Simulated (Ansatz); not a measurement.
Diphenyl sulfone (C₁₂H₁₀O₂S), relaxed as a singlet with RKS r2SCAN-D4/def2-SVP in Ansatz, starting from the GFN2-xTB geometry. Force threshold 0.03 eV/Å.

Start:

```csv
atom,x (Å),y (Å),z (Å)
O1,-1.548,2.272,-0.314
S2,-1.220,1.134,0.505
O3,-1.921,0.954,1.749
C4,-1.439,-0.353,-0.485
C5,-1.736,-1.545,0.145
C6,-1.935,-2.682,-0.621
C7,-1.835,-2.609,-2.002
C8,-1.528,-1.408,-2.623
C9,-1.328,-0.270,-1.859
C10,0.545,1.184,0.855
C11,1.385,1.870,0.000
C12,2.738,1.934,0.289
C13,3.232,1.310,1.423
C14,2.381,0.616,2.269
C15,1.027,0.551,1.984
H16,-1.827,-1.559,1.219
H17,-2.176,-3.620,-0.143
H18,-2.004,-3.493,-2.598
H19,-1.455,-1.356,-3.698
H20,-1.108,0.684,-2.310
H21,0.964,2.362,-0.862
H22,3.403,2.479,-0.365
H23,4.285,1.372,1.654
H24,2.769,0.135,3.155
H25,0.334,0.039,2.633
```

```
step  energy (eV)  largest force component (eV/Å)  SCF passes
   1  -27508.9809                           2.000          22
   2  -27509.1286                           1.059          22
   3  -27509.1585                           0.216          22
   4  -27509.1632                           0.163          22
   5  -27509.1637                           0.025          23
```

Force components are those of the run's own axes.

End:

```xyz
25

O    -1.537    2.297   -0.356
S    -1.235    1.149    0.511
O    -1.926    0.925    1.789
C    -1.449   -0.337   -0.478
C    -1.752   -1.541    0.163
C    -1.925   -2.690   -0.612
C    -1.804   -2.622   -2.004
C    -1.518   -1.404   -2.632
C    -1.342   -0.248   -1.869
C     0.529    1.193    0.859
C     1.373    1.893   -0.007
C     2.741    1.931    0.274
C     3.242    1.283    1.408
C     2.380    0.602    2.275
C     1.010    0.557    2.006
H    -1.866   -1.559    1.250
H    -2.165   -3.641   -0.128
H    -1.943   -3.524   -2.607
H    -1.440   -1.354   -3.721
H    -1.144    0.721   -2.334
H     0.951    2.411   -0.872
H     3.418    2.475   -0.391
H     4.314    1.318    1.625
H     2.775    0.112    3.169
H     0.310    0.054    2.680
```

By distances, no bond broke or formed. The bond that changes most is S2–O3, from 1.44 to 1.47 Å (atoms count from 1).

No frequencies were taken in this run, so the end may be a saddle point.

Run time 48 s (4 threads of Arm Neoverse V1 on a shared host).
